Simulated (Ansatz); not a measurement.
Compare A (`B[Si](C)(F)[SiH3]`) with its isomer B (`BC(F)[SiH2][SiH3]`).

Gas-phase electronic energies from Ansatz, PBE0-D4/def2-TZVP geometries. CCSD(T)/CBS is the MP2 limit (def2-TZVPP, def2-QZVPP) plus CCSD(T) − MP2 in def2-TZVPP, frozen cores. DFT in def2-TZVPP. One conformer a species, not always the lowest.

Problem. Which is lower in electronic energy at CCSD(T)/CBS, and by how much? (Best estimate.)

Solution. The calculation gave: A, by 49.7 kcal/mol.

Problem. Give E(B) − E(A) in kcal/mol with PBE-D4, CCSD/def2-TZVPP, PBE0-D4, HF/def2-TZVPP, ωB97M-V, CCSD(T)/def2-TZVPP, r2SCAN-D4. (An estimate is asked.)

Solution. Ansatz gave: PBE-D4 44.4, CCSD/def2-TZVPP 49.6, PBE0-D4 46.4, HF/def2-TZVPP 51.9, ωB97M-V 46.6, CCSD(T)/def2-TZVPP 48.7, r2SCAN-D4 47.3. None reverses the order clearly.

Largest T1 diagnostic: 0.014.

In def2-TZVPP, CCSD(T) changes the Hartree–Fock value by −3.2 kcal/mol (the triples alone add −0.9 kcal/mol) and MP2 by −1.7 kcal/mol. From PBE to PBE0 (25 % exact exchange), in def2-TZVPP and without D4, E(B) − E(A) moves by +2.0 kcal/mol.
